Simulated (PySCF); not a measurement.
C5H3N3, SMILES n1ccnc(c1)C#N. Heavy atoms are numbered as in [N:1]#[C:2][c:3]1[cH:4][n:5][cH:6][cH:7][n:8]1. Hydrogens are named by the atom that carries them.

Geometry optimised at PBE0-D3(BJ)/def2-SVP.

These are PySCF with PBE0/pcSseg-1 values and carry that method's errors.

GIAO shieldings, no solvent; atoms alike by connectivity are averaged. δ = σ(ref) − σ: ¹⁵N against NH3 (σ = 267.4 ppm); ¹³C against TMS (σ = 186.3 ppm); ¹H against TMS (σ = 31.56 ppm), references at their B3LYP-D3(BJ)/def2-TZVP geometries, non-relativistic.

| nucleus | atoms | count | δ (ppm) |
|---|---|---|---|
| ¹⁵N | N8 | 1 | 386.2 |
| ¹⁵N | N5 | 1 | 382.8 |
| ¹⁵N | N1 | 1 | 327.5 |
| ¹³C | C4 (CH) | 1 | 158.1 |
| ¹³C | C6 (CH) | 1 | 153.5 |
| ¹³C | C7 (CH) | 1 | 152.1 |
| ¹³C | C3 | 1 | 138.3 |
| ¹³C | C2 | 1 | 123.3 |
| ¹H | H on C4 | 1 | 9.28 |
| ¹H | H on C6 | 1 | 9.03 |
| ¹H | H on C7 | 1 | 9.00 |
